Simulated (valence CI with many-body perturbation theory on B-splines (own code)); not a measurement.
Sr²³⁺: calculated level list

Calculated by relativistic CI+MBPT: five valence electrons over a frozen Dirac-Fock core [Ne], a basis of 9 s, 9 p, 8 d, 6 f, 3 g, 1 h functions for each j, with the one-electron correlation potential Σ1, the two-electron term Σ2, the three-electron term Σ3, Breit, model QED; selected CI, second order for the rest (own B-spline code, finite nucleus).

No measured levels were compared; by estimate levels of excited configurations hold to 0.05 to 0.15 % of their energy, terms of the ground configuration to about 0.5 %. Among the levels kept, up to 470 cm⁻¹ of a level comes from second order outside the variational space, and about a tenth of that is noise between levels of different J, which matters for small intervals.

Levels 1 to 45 of 47, with energies above the lowest level, 3s2 3p3 4S°_3/2. "Leading %" is the weight of the configuration and term that name the level; weights of strongly mixed levels are sums over their largest components and can fall short. In the jj column 3d3/2^4 stands for four electrons in 3d with j = 3/2.

```csv
No.,Configuration,Term,J,E (cm⁻¹),Leading %,Leading jj,g
1,3s2 3p3,4S°,3/2,0,59,3s^2 3p1/2^2 3p3/2 (83 %),1.669
2,3s2 3p3,2D°,3/2,97297,59,3s^2 3p1/2 3p3/2^2 (84 %),1.214
3,3s2 3p3,2D°,5/2,131660,98,3s^2 3p1/2 3p3/2^2 (98 %),1.198
4,3s2 3p3,2P°,1/2,181490,97,3s^2 3p1/2 3p3/2^2 (97 %),0.662
5,3s2 3p3,2P°,3/2,269350,62,3s^2 3p3/2^3 (93 %),1.245
6,3s 3p4,4P,5/2,576160,80,3s 3p1/2^2 3p3/2^2 (81 %),1.557
7,3s 3p4,4P,3/2,640010,69,3s 3p1/2 3p3/2^3 (45 %),1.574
8,3s 3p4,4P,1/2,654060,71,3s 3p1/2^2 3p3/2^2 (54 %),2.542
9,3s 3p4,2D,3/2,717060,39,3s 3p1/2 3p3/2^3 (46 %),1.037
10,3s 3p4,2D,5/2,753290,65,3s 3p1/2 3p3/2^3 (70 %),1.233
11,3s2 3p2 3d,4F,3/2,781820,48,3s^2 3p1/2^2 3d3/2 (61 %),0.688
12,3s2 3p2 3d,2P,3/2,810060,35,3s^2 3p1/2 3p3/2 3d3/2 (48 %),1.078
13,3s2 3p2 3d,4F,5/2,811470,52,3s^2 3p1/2^2 3d5/2 (61 %),1.139
14,3s 3p4,2P,1/2,815190,26,3s^2 3p1/2 3p3/2 3d3/2 (31 %),1.100
15,3s2 3p2 3d,2F,5/2,851520,65,3s^2 3p1/2 3p3/2 3d3/2 (84 %),0.939
16,3s2 3p2 3d,4F,7/2,867080,82,3s^2 3p1/2 3p3/2 3d5/2 (61 %),1.223
17,3s2 3p2 3d,4D,1/2,873340,70,3s^2 3p1/2 3p3/2 3d3/2 (61 %),0.530
18,3s2 3p2 3d,2F,7/2,879460,50,3s^2 3p1/2 3p3/2 3d5/2 (57 %),1.246
19,3s2 3p2 3d,4D,3/2,890390,68,3s^2 3p1/2 3p3/2 3d3/2 (40 %),1.119
20,3s2 3p2 3d,4F,9/2,903570,73,3s^2 3p1/2 3p3/2 3d5/2 (82 %),1.273
21,3s2 3p2 3d,4D,5/2,916830,46,3s^2 3p1/2 3p3/2 3d5/2 (65 %),1.204
22,3s2 3p2 3d,2P,1/2,935240,30,3s^2 3p3/2^2 3d5/2 (45 %),1.154
23,3s2 3p2 3d,2G,7/2,970400,54,3s^2 3p1/2 3p3/2 3d5/2 (34 %),1.078
24,3s 3p4,2P,3/2,977130,41,3s^2 3p1/2 3p3/2 3d5/2 (28 %),1.191
25,3s2 3p2 3d,4P,5/2,986930,62,3s^2 3p1/2 3p3/2 3d5/2 (39 %),1.488
26,3s2 3p2 3d,4P,3/2,1002500,50,3s^2 3p1/2 3p3/2 3d3/2 (42 %),1.523
27,3s2 3p2 3d,2F,7/2,1008300,45,3s^2 3p3/2^2 3d5/2 (83 %),1.155
28,3s2 3p2 3d,4P,1/2,1008400,53,3s^2 3p1/2 3p3/2 3d3/2 (76 %),2.177
29,3s2 3p2 3d,2D,3/2,1031200,70,3s^2 3p1/2 3p3/2 3d5/2 (50 %),0.954
30,3s2 3p2 3d,2G,9/2,1032500,72,3s^2 3p3/2^2 3d5/2 (82 %),1.167
31,3s2 3p2 3d,2D,5/2,1061500,64,3s^2 3p1/2 3p3/2 3d5/2 (41 %),1.102
32,3s 3p4,2P,1/2,1072600,36,3s^2 3p3/2^2 3d3/2 (46 %),1.084
33,3s2 3p2 3d,2P,1/2,1094800,74,3s^2 3p1/2 3p3/2 3d5/2 (70 %),0.931
34,3s2 3p2 3d,2D,3/2,1101200,54,3s^2 3p3/2^2 3d3/2 (60 %),0.999
35,3s2 3p2 3d,2D,5/2,1105000,41,3s^2 3p3/2^2 3d3/2 (42 %),1.129
36,3s2 3p2 3d,2D,5/2,1132800,86,3s^2 3p3/2^2 3d5/2 (82 %),1.200
37,3s2 3p2 3d,2F,7/2,1141600,90,3s^2 3p3/2^2 3d3/2 (59 %),1.128
38,3s2 3p2 3d,2P,3/2,1164400,63,3s^2 3p3/2^2 3d5/2 (45 %),1.209
39,3s2 3p2 3d,2S,1/2,1180400,46,3s^2 3p3/2^2 3d5/2 (35 %),1.802
40,3s2 3p2 3d,2D,3/2,1210600,85,3s^2 3p3/2^2 3d3/2 (45 %),0.870
41,3s2 3p2 3d,2D,5/2,1219400,59,3s^2 3p3/2^2 3d5/2 (72 %),1.102
42,3s 3p3 3d,6D°,1/2,1275800,89,3s 3p1/2^2 3p3/2 3d3/2 (48 %),3.228
43,3s 3p3 3d,6D°,3/2,1277400,86,3s 3p1/2^2 3p3/2 3d3/2 (48 %),1.793
44,3s 3p3 3d,6D°,5/2,1279000,82,3s 3p1/2^2 3p3/2 3d3/2 (46 %),1.588
45,3s 3p3 3d,6D°,7/2,1282900,80,3s 3p1/2^2 3p3/2 3d3/2 (29 %),1.535
```

Names give the largest LS component (configuration and term), which can be under half, so a name can repeat, a term be missing and a line seem to break the LS rules; names also repeat where a configuration has a term twice.

The ionisation energy to 3s2 3p2 3P_0 of the next ion comes out as 1095.6 eV (NIST: 1105 ± 4 eV (semi-empirical), further off than twice its uncertainty). All 47 levels together are meant to be complete up to 1348500 cm⁻¹.
